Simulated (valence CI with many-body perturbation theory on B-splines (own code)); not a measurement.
## A CI+MBPT run for Ba⁴⁰⁺

Computed by relativistic CI+MBPT: six valence electrons over a frozen Dirac-Fock core [Ne], radial functions for each j: 9 s, 9 p, 8 d, 6 f, 3 g, 1 h, with the one-electron correlation potential Σ1 (screened to all orders), the two-electron term Σ2, the three-electron term Σ3, Breit, model QED; selected single and double excitations, second order for the rest, scaled by the run's own slope (own B-spline code, finite nucleus).

Command, and the settings that its task file holds:

```sh
python run_cv.py task.json out
```

```
atom Ba  Z=56  mass_number=138  rms_radius_fm=4.8378
core [Ne]
valence 3s2 3p4
avg = 1
basis = M
breit = 1
cap = 60000
capref = 1200
cscale = 1
de = 0.0
dress = 0
eps = 2e-08
extrap = 1
h = 0.27
hh = 1
l2 = 3
lcore = 6
maxit = 60
n2 = 5
natural = 1
nlev = 35
nno = [5, 5, 5, 4, 2, 1]
nroot = 26
nsp = [4, 4, 3, 2, 1, 0]
pt2 = 1
qed = 1
rpa = 1
s1 = 1
s2 = 1
s3 = 1
screen = 1
tol = 2e-05
whole = 1
```

It took 6.6 min on 1 thread of Intel(R) Xeon(R) Processor @ 2.30GHz (shared host).

Log. The first blocks belong to the next ion, which gives the ionisation energy. Fields: 2J, parity (1 odd), roots, reference size, generating configurations, candidates as configurations/state functions, variational space P, stored matrix elements, Davidson steps; e2 is the range of second-order energies in hartree. The first line gives the box (bohr), its intervals, the orbitals and the steps of their self-consistent field. Window is the range of levels sought, series limit the energy at which the first omitted orbital would enter, core excitation an estimate of the first excitation out of the core, left out the lowest levels not solved, and shifts from estimates the range by which levels moved from their first estimate, all in cm⁻¹.

```
rmax 2.8 intervals 57 orbitals 63 references ['3s2 3p4', '3s 3p5', '3s2 3p3 3d', '3s 3p4 3d', '3p6'] scf 5 t 0.9
2J=3 par=1 roots 2 ref 34 generators 12 cand 23956/222094 P 1647/5996 nnz 4.9e+06 it 5
2J=3 par=1 roots 2 ref 34 generators 18 cand 27478/270776 P 5048/24955 nnz 5e+07 it 6
   second order: generators 26 cand 32599/299883 e2 -0.00025 -0.00020
reference levels 607, estimated 88, window 2464887 1/cm; series limit 18662764, core excitation 36371444
2J=4 par=0 roots 3 ref 47 generators 17 cand 41716/781003 P 2357/11992 nnz 1.1e+07 it 6
2J=4 par=0 roots 3 ref 47 generators 24 cand 43209/873753 P 8048/59988 nnz 1.7e+08 it 8
   second order: generators 34 cand 56354/1555520 e2 -0.00132 -0.00043
2J=0 par=0 roots 3 ref 19 generators 17 cand 35883/184768 P 5535/11995 nnz 6.9e+06 it 6
2J=0 par=0 roots 3 ref 19 generators 22 cand 36603/209430 P 13195/40931 nnz 5.7e+07 it 7
   second order: generators 35 cand 50575/364651 e2 -0.00045 -0.00008
2J=2 par=0 roots 2 ref 32 generators 12 cand 35677/514843 P 2168/12000 nnz 1.1e+07 it 6
2J=2 par=0 roots 2 ref 32 generators 21 cand 42734/650591 P 7427/58982 nnz 2e+08 it 9
   second order: generators 31 cand 57476/1190537 e2 -0.00234 -0.00055
2J=4 par=1 roots 10 ref 102 generators 24 cand 44210/936005 P 1744/11990 nnz 1.3e+07 it 8
2J=4 par=1 roots 10 ref 102 generators 30 cand 47311/991006 P 5931/54237 nnz 1.8e+08 it 9
   second order: generators 49 cand 73486/2416860 e2 -0.00671 -0.00381
2J=2 par=1 roots 9 ref 81 generators 23 cand 43239/647698 P 2313/11997 nnz 1.1e+07 it 10
2J=2 par=1 roots 9 ref 81 generators 30 cand 45855/683027 P 8416/58279 nnz 1.9e+08 it 9
   second order: generators 42 cand 59916/1156090 e2 -0.00256 -0.00153
2J=0 par=1 roots 5 ref 31 generators 16 cand 37372/208443 P 4320/12000 nnz 8.9e+06 it 7
2J=0 par=1 roots 5 ref 31 generators 23 cand 39397/232545 P 13579/52071 nnz 1.1e+08 it 9
   second order: generators 36 cand 56558/485072 e2 -0.00027 -0.00016
2J=6 par=1 roots 8 ref 95 generators 20 cand 44143/1055831 P 1790/11997 nnz 1.3e+07 it 9
2J=6 par=1 roots 8 ref 95 generators 29 cand 46353/1114521 P 5601/54091 nnz 1.9e+08 it 10
   second order: generators 47 cand 76265/2758429 e2 -0.00487 -0.00399
2J=8 par=1 roots 5 ref 68 generators 14 cand 40011/939084 P 1744/11997 nnz 1.4e+07 it 5
2J=8 par=1 roots 5 ref 68 generators 22 cand 43083/1060569 P 5376/52787 nnz 1.9e+08 it 8
   second order: generators 39 cand 71030/2453494 e2 -0.00467 -0.00270
2J=10 par=1 roots 1 ref 38 generators 4 cand 21260/515087 P 1510/11979 nnz 1.8e+07 it 5
2J=10 par=1 roots 1 ref 38 generators 11 cand 35654/819384 P 4090/44454 nnz 2.2e+08 it 6
   second order: generators 17 cand 44706/1210422 e2 -0.00089 -0.00089
left out: unestimated 3557010, estimated 2833943, shifts from estimates -213 to 171
operators 0.7
```

The Davidson iterations converged.

No measured spectrum was set against this ion. As an estimate, large intervals hold to a few tenths of a per cent, small ones and those within an open d or f shell to about a per cent. Among the levels kept, up to 1100 cm⁻¹ of a level comes from second order outside the variational space, and about a tenth of that is noise between levels of different J, which matters for small intervals.

```yaml
Valence_energy: -731.4538 hartree
Ionisation_energy: "2996.1 eV (NIST: 2994 ± 4 eV (theoretical))"
Reference_configurations_for_the_orbitals: 3s2 3p4, 3s 3p5, 3s2 3p3 3d, 3s 3p4 3d, 3p6
Radial_orbitals: 63
Box_radius: 2.795 bohr
Largest_variational_space: 59988
Lowest_levels: (3s^2 3p1/2^2 3p3/2^2) J=2 0, (3s^2 3p1/2^2 3p3/2^2) J=0 108070, (3s^2 3p1/2 3p3/2^3) J=1 728620, (3s^2 3p1/2 3p3/2^3) J=2 786580, (3s^2 3p1/2^2 3p3/2 3d3/2) J=2 1312600, (3s^2 3p1/2^2 3p3/2 3d3/2) J=1 1345200, (3s^2 3p1/2^2 3p3/2 3d3/2) J=0 1356900, (3s^2 3p1/2^2 3p3/2 3d3/2) J=3 1357400, (3s^2 3p1/2^2 3p3/2 3d5/2) J=2 1490900, (3s^2 3p1/2^2 3p3/2 3d5/2) J=4 1509000, (3s^2 3p3/2^4) J=0 1558000, (3s^2 3p1/2^2 3p3/2 3d5/2) J=3 1646400, (3s^2 3p1/2^2 3p3/2 3d5/2) J=1 1687400, (3s 3p1/2^2 3p3/2^3) J=2 1736900 cm⁻¹
```

Levels are named by their leading jj configuration (3d3/2^4 stands for four electrons in 3d with j = 3/2), which in mixed levels can hold well under half, so a name can repeat and another be missing.
